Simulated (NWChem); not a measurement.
**Total energies of CH₃Li**

```
C
H 1 1.1088
H 1 1.1088 2 105.03
H 1 1.1088 2 105.03 3 110.50
Li 1 1.9721 2 113.61 4 124.75
```
Charge 0, spin multiplicity 1.

All runs are NWChem calculations. The geometry was optimised at PBE0/def2-SVP, a minimum by its harmonic frequencies.

Basis set: 3-21G (24 functions).

```
method   total energy (Ha)
-------  -----------------
RHF              -46.75183
MP2              -46.85345
B2PLYP           -47.03333
PBE              -47.03549
B3LYP            -47.13417
TPSS             -47.13795
CCSD(T)          -46.87324
```

Total energies of different functionals aren't comparable as a measure of quality: only differences taken within one method are. 

The correlated methods keep 1 core orbital frozen. B3LYP has NWChem's definition, with VWN1-RPA local correlation. The structure started from a generated list of species. Coupled-cluster values serve here as a point of comparison, not as the truth.
